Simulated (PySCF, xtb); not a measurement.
C₂H₁₀GeSi, SMILES [GeH3][SiH](C)C.

GFN2-xTB in xtb at its own geometry gives an orbital gap of 5.41 eV and a dipole moment of 1.95 D.

The structure is a stationary point at PBE0-D3(BJ)/def2-SVP. This is a generated structure with no PubChem entry under its InChIKey; it may be hypothetical.

**Question.** What does PBE/def2-TZVP (PySCF) give? (An estimate is asked for; the answer gives what the named calculation found.)

**Answer.** gap 6.34 eV (levels -6.58 and -0.24 eV), dipole 1.31 D.
